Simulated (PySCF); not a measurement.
**Reading a saddle point**

A first-order saddle point of ZnH3ClO, closed shell, PBE0-D4/def2-TZVP, with one imaginary mode of 1233i cm⁻¹:

```csv
atom,x (Å),y (Å),z (Å)
Zn1,-0.5021,0.2711,-0.5875
O2,0.0961,-0.5384,1.0655
Cl3,-1.9011,0.3950,-2.1572
H4,0.9388,0.3090,0.5582
H5,1.0934,1.0333,-0.1026
H6,0.2749,-1.4699,1.2235
```

Program: PySCF 2.14 with density fitting (its default auxiliary sets; JK sets also for MP2 and CCSD(T)). Basis: def2-TZVPP and def2-QZVPP. Cores are frozen in the correlated methods. The 3s and 3p shells of Cu and Zn are frozen; filled d shells are correlated. Extrapolation: Hartree–Fock as exp(−7.88 √X), correlation as X^−2.97.

Which contacts change along the imaginary mode, and what lies on either side? (Judge from chemistry; the calculation decides.)

By the calculation: The step is ZnHClO ([OH][Zn][Cl]) + H₂ → ZnHCl ([Cl][ZnH]) + H₂O (still joined by a long Zn–O bond), with the molecules in contact on both sides. Shortening one way: Zn1–H5, O2–H4; lengthening the same way: Zn1–O2, H4–H5.
```json
{"pair": "Zn1–H5", "one side (Å)": "2.57", "saddle (Å)": "1.83", "other side (Å)": "1.54"}
{"pair": "O2–H4", "one side (Å)": "2.61", "saddle (Å)": "1.30", "other side (Å)": "0.96"}
{"pair": "Zn1–O2", "one side (Å)": "1.77", "saddle (Å)": "1.94", "other side (Å)": "2.21"}
{"pair": "H4–H5", "one side (Å)": "0.75", "saddle (Å)": "0.99", "other side (Å)": "3.49"}
```

Which side is lower, and how far does the saddle lie above each? (An estimate is asked for; the value comes from the calculation.)

By the calculation: The side with Zn1–H5, O2–H4 short is lower by 31.5 kJ/mol; the saddle lies 135.3 kJ/mol above it and 103.8 kJ/mol above the other (CCSD(T) at an estimated basis limit (MP2 extrapolated from triple and quadruple zeta, plus CCSD(T) − MP2 in triple zeta); electronic energies).

T1 diagnostic: at most 0.016.

Labels in which every atom is bracketed show which atoms are joined, not bond orders.

For scale, one of the runs: CCSD(T)/def2-TZVPP, 179 basis functions, launched by `OMP_NUM_THREADS=4 python run.py`. The run took 5.5 min on 4 CPU threads of an Arm Neoverse V1 (shared host), with 1.9 GiB of host memory at its peak.
